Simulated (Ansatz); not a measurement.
CH$_{3}$ClFNOSi, SMILES `NC(=O)[SiH](F)Cl`, relaxed with RKS PBE-D4/def2-SVP in the Gaussian-basis code of Ansatz from a rough embedded geometry. The force threshold is 0.03 eV/Å; the program also tests the step.

Charge 0, multiplicity 1.

Start:

```xyz
9

N    -1.097   -0.878    0.863
C    -0.750   -0.077   -0.216
O    -1.570    0.182   -1.054
Si    0.963    0.771   -0.435
F     1.685    0.756    1.052
Cl    2.171   -0.480   -1.635
H    -0.388   -1.102    1.563
H    -1.983   -1.240    0.897
H     0.968    2.067   -1.034
```

Task: How much energy does the relaxation release, and in how many steps? (Best estimate.)

Result: Ansatz gave: 32.96 kJ/mol, in 11 steps.

Task: Which bonds change most? (Best estimate.)

Result: Ansatz gave: N1–H8 from 0.958 to 1.024 Å; Si4–H9 from 1.427 to 1.492 Å; Si4–Cl6 from 2.113 to 2.064 Å; C2–O3 from 1.200 to 1.230 Å.

Task: Give the relaxed structure. (An estimate is asked.)

Result: Ansatz gave: 
```xyz
9

N    -1.063   -0.787    0.864
C    -0.763   -0.122   -0.287
O    -1.518    0.004   -1.250
Si    0.981    0.674   -0.406
F     1.712    0.565    1.065
Cl    2.110   -0.380   -1.775
H    -0.392   -0.830    1.633
H    -1.979   -1.232    0.970
H     0.911    2.107   -0.814
```
